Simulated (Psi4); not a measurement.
CaCl2, charge +1, quartet, geometry from GFN2-xTB of the parent state (such geometries of metal compounds can be far from the true shape) (a state made from the parent by changing its charge; the spin is typed, not shown lowest); Psi4 with HF/6-31G*.

The Psi4 input:
```
memory 2 GB

molecule {
1 4
Ca    0.20833325   -0.77248415   -0.00231624
Cl    1.27221329    0.83465715   -1.36523888
Cl   -1.51731124    0.07414773    1.36796387
}

set {
  basis 6-31g*
  reference uhf
}

energy('scf')
print_variables()
```

It wrote (shortened):

```
   => Loading Basis Set <=

    Name: 6-31G*
    Role: ORBITAL
    Keyword: BASIS

         ---------------------------------------------------------
                                   SCF
               by Justin Turney, Rob Parrish, Andy Simmonett
                          and Daniel G. A. Smith
                              UHF Reference
         ---------------------------------------------------------

  ==> Geometry <==

    Molecular point group: c2v
    Full point group: C2v

    Geometry (in Angstrom), charge = 1, multiplicity = 4:

       Center              X                  Y                   Z               Mass
    ------------   -----------------  -----------------  -----------------  -----------------
         CA          -0.000000000000     0.000000000000    -0.808657832793    39.962590863000
         CL           1.989360384269     0.000000000000     0.462069236500    34.968852682000
         CL          -1.989360384269    -0.000000000000     0.462069236500    34.968852682000

  Running in c2v symmetry.

  Rotational constants: A =      0.41051  B =      0.06091  C =      0.05304 [cm^-1]
  Rotational constants: A =  12306.83799  B =   1825.90799  C =   1590.00621 [MHz]
  Nuclear repulsion =  190.875351095320696

  Charge       = 1
  Multiplicity = 4
  Electrons    = 53
  Nalpha       = 28
  Nbeta        = 25

  ==> Algorithm <==

  SCF Algorithm Type is DF.
  DIIS enabled.
  MOM disabled.
  Fractional occupation disabled.
  Guess Type is SAD.
  Energy threshold   = 1.00e-06
  Density threshold  = 1.00e-06
  Integral threshold = 1.00e-12

  ==> Primary Basis <==

  Basis Set: 6-31G*
    Blend: 6-31G*
    Number of shells: 26
    Number of basis functions: 61
    Number of Cartesian functions: 61
    Spherical Harmonics?: false
    Max angular momentum: 2

   => Loading Basis Set <=

    Name: (6-31G* AUX)
    Role: JKFIT
    Keyword: DF_BASIS_SCF

  ==> Integral Setup <==

  SCF_SUBTYPE=INCORE selected. In-core MEM_DF algorithm will be used.
  Using in-core AOs.

  ==> MemDFJK: Density-Fitted J/K Matrices <==

    J tasked:                   Yes
    K tasked:                   Yes
    wK tasked:                   No
    Algorithm:                 Core
    Schwarz Cutoff:           1E-12
    Mask sparsity (%):       5.5361
    Fitting Condition:        1E-10

   => Auxiliary Basis Set <=

  Basis Set: (6-31G* AUX)
    Blend: CC-PVDZ-JKFIT + DEF2-UNIVERSAL-JKFIT
    Number of shells: 116
    Number of basis functions: 463
    Number of Cartesian functions: 463
    Spherical Harmonics?: false
    Max angular momentum: 4

  Minimum eigenvalue in the overlap matrix is 1.4120607695E-02.
  Reciprocal condition number of the overlap matrix is 2.8815275284E-03.
    Using symmetric orthogonalization.

  ==> Pre-Iterations <==

  SCF Guess: Superposition of Atomic Densities via on-the-fly atomic UHF (no occupation information).

   -------------------------
    Irrep   Nso     Nmo
   -------------------------
     A1        26      26
     A2         6       6
     B1        19      19
     B2        10      10
   -------------------------
    Total      61      61
   -------------------------

  ==> Iterations <==

                           Total Energy        Delta E     RMS |[F,P]|

   @DF-UHF iter SAD: -1594.85679069669891   -1.59486e+03   0.00000e+00
   @DF-UHF iter   1: -1595.13018718522267   -2.73396e-01   4.03093e-03 DIIS/ADIIS
   @DF-UHF iter   2: -1595.15831990118295   -2.81327e-02   1.45806e-03 DIIS/ADIIS
   @DF-UHF iter   3: -1595.16324279595528   -4.92289e-03   4.67787e-04 DIIS/ADIIS
   @DF-UHF iter   4: -1595.16375979587247   -5.17000e-04   1.41732e-04 DIIS/ADIIS
   @DF-UHF iter   5: -1595.16380553329373   -4.57374e-05   3.69758e-05 DIIS
   @DF-UHF iter   6: -1595.16380850009045   -2.96680e-06   9.93746e-06 DIIS
   @DF-UHF iter   7: -1595.16380877662141   -2.76531e-07   2.63767e-06 DIIS
   @DF-UHF iter   8: -1595.16380880299857   -2.63772e-08   9.22121e-07 DIIS
  Energy and wave function converged.

  ==> Post-Iterations <==

   @Spin Contamination Metric:   4.061889622E-02
   @S^2 Expected:                3.750000000E+00
   @S^2 Observed:                3.790618896E+00
   @S   Expected:                1.500000000E+00
   @S   Observed:                1.500000000E+00

    Orbital Energies [Eh]
    ---------------------

    Alpha Occupied:

       1A1  -149.551431     1B1  -105.143788     2A1  -105.143788
       3A1   -17.030088     2B1   -13.838157     4A1   -13.836530
       1B2   -13.836082     5A1   -10.877503     3B1   -10.877498
       4B1    -8.354273     6A1    -8.354268     5B1    -8.352902
       7A1    -8.352899     2B2    -8.337532     1A2    -8.337529
       8A1    -2.467612     6B1    -1.592337     9A1    -1.571476
       3B2    -1.556946    10A1    -1.409022     7B1    -1.399090
      11A1    -0.832935     8B1    -0.820437    12A1    -0.810920
       9B1    -0.801656     4B2    -0.765267     2A2    -0.764609
      13A1    -0.352581

    Alpha Virtual:

       5B2    -0.116335    14A1    -0.100443    10B1    -0.091839
      15A1    -0.020006     6B2     0.036732    16A1     0.047233
      11B1     0.065054    17A1     0.109318     3A2     0.109462
       7B2     0.113107    18A1     0.202679    19A1     0.266883
      12B1     0.270892    20A1     0.375997    13B1     0.386893
       4A2     0.409454    21A1     0.436633     8B2     0.447915
      14B1     0.465213    15B1     0.512686    22A1     0.581286
      16B1     0.802486     5A2     0.823108    23A1     0.823672
       9B2     0.824696    17B1     0.827994    10B2     0.866033
       6A2     0.880645    24A1     0.896785    18B1     1.053633
      25A1     1.070056    19B1     4.362395    26A1     4.387334

    Beta Occupied:

       1A1  -149.549500     2A1  -105.129296     1B1  -105.129295
       3A1   -17.027350     1B2   -13.835291     4A1   -13.835022
       2B1   -13.834658     5A1   -10.862804     3B1   -10.862780
       2B2    -8.329805     1A2    -8.329802     4B1    -8.320305
       6A1    -8.320301     5B1    -8.319337     7A1    -8.319331
       8A1    -2.458507     6B1    -1.573233     9A1    -1.561190
       3B2    -1.553177    10A1    -1.276165     7B1    -1.260430
       4B2    -0.736411     2A2    -0.735267    11A1    -0.601406
      12A1    -0.579020

    Beta Virtual:

       8B1    -0.439493     9B1    -0.422480    13A1    -0.124108
       5B2    -0.081155    14A1    -0.071383    10B1    -0.067201
      15A1     0.008943     6B2     0.059942    16A1     0.071986
      11B1     0.099203     3A2     0.131182     7B2     0.143269
      17A1     0.145178    18A1     0.228359    19A1     0.292751
      12B1     0.303379     4A2     0.421773    20A1     0.425822
      13B1     0.434627     8B2     0.460475    21A1     0.486531
      14B1     0.517578    15B1     0.568053    22A1     0.630155
      16B1     0.886316     5A2     0.886669     9B2     0.886821
      23A1     0.891102    17B1     0.913782    10B2     0.925298
       6A2     0.939051    24A1     0.992981    18B1     1.119133
      25A1     1.127291    19B1     4.391297    26A1     4.415869

    Final Occupation by Irrep:
             A1    A2    B1    B2
    DOCC [    12,    2,    7,    4 ]
    SOCC [     1,    0,    2,    0 ]
    NA   [    13,    2,    9,    4 ]
    NB   [    12,    2,    7,    4 ]

  @DF-UHF Final Energy: -1595.16380880299857

   => Energetics <=

    Nuclear Repulsion Energy =            190.8753510953206955
    One-Electron Energy =               -2564.3695952096181827
    Two-Electron Energy =                 778.3304353112989702
    Total Energy =                      -1595.1638088029985738

  UHF NO Occupations:
  HONO-2 :    8 B1 1.0000000
  HONO-1 :   13 A1 1.0000000
  HONO-0 :    9 B1 1.0000000
  LUNO+0 :   14 A1 0.0127606
  LUNO+1 :   15 A1 0.0055211
  LUNO+2 :   10 B1 0.0009505
  LUNO+3 :   16 A1 0.0009182

Computation Completed

Properties will be evaluated at   0.000000,   0.000000,   0.000000 [a0]

Properties computed using the SCF density matrix

 Multipole Moments:

 ------------------------------------------------------------------------------------
     Multipole            Electronic (a.u.)      Nuclear  (a.u.)        Total (a.u.)
 ------------------------------------------------------------------------------------

 L = 1.  Multiply by 2.5417464519 to convert [e a0] to [Debye]
 Dipole X            :          0.0000000            0.0000000            0.0000000
 Dipole Y            :          0.0000000            0.0000000            0.0000000
 Dipole Z            :          1.3550225           -0.8745702            0.4804523
 Magnitude           :                                                    0.4804523

 ------------------------------------------------------------------------------------

  Variable Map:
  ----------------------------------------------------------------------------
  "CURRENT ENERGY"           =>   -1595.163808802999
  "CURRENT REFERENCE ENERGY" =>   -1595.163808802999
  "DD SOLVATION ENERGY"      =>       0.000000000000
  "HF KINETIC ENERGY"        =>    1595.511663385425
  "HF POTENTIAL ENERGY"      =>   -3190.675472188424
  "HF TOTAL ENERGY"          =>   -1595.163808802999
  "HF VIRIAL RATIO"          =>       1.999781979292
  "NUCLEAR REPULSION ENERGY" =>     190.875351095321
  "ONE-ELECTRON ENERGY"      =>   -2564.369595209618
  "PCM POLARIZATION ENERGY"  =>       0.000000000000
  "PE ENERGY"                =>       0.000000000000
  "SCF ITERATION ENERGY"     =>   -1595.163808802999
  "SCF ITERATIONS"           =>       8.000000000000
  "SCF TOTAL ENERGY"         =>   -1595.163808802999
  "TWO-ELECTRON ENERGY"      =>     778.330435311299

  Array Variable Map:
  ----------------------------------------------------------------------------
  "CURRENT DIPOLE"           =>       0.000000000000 ... 0.480452298021 1 by 3
  "SCF DIPOLE"               =>       0.000000000000 ... 0.480452298021 1 by 3
  "SCF TOTAL ENERGIES"       =>   -1594.856790696699 ... -1595.163808802999 1 by 9
```
